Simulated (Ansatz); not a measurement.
The multiplicity is imposed and other spin states were not computed.

Species: [Cd(NH2)(Br)] (charge 0, multiplicity 1).

Question: Give a relaxed geometry from Ansatz (a quantum-chemistry and plane-wave program) with PBE-D3(BJ)/def2-SVP.

Answer: This is not unique; one that fits is the end point of this relaxation, one of several conformers.
Cartesian coordinates (Å) in one orientation:
```xyz
5

Cd    -0.063     0.006    -0.018
N     -0.719    -1.888    -0.359
H     -0.575    -2.455     0.491
H     -0.118    -2.331    -1.072
Br     0.488     2.346     0.328
```
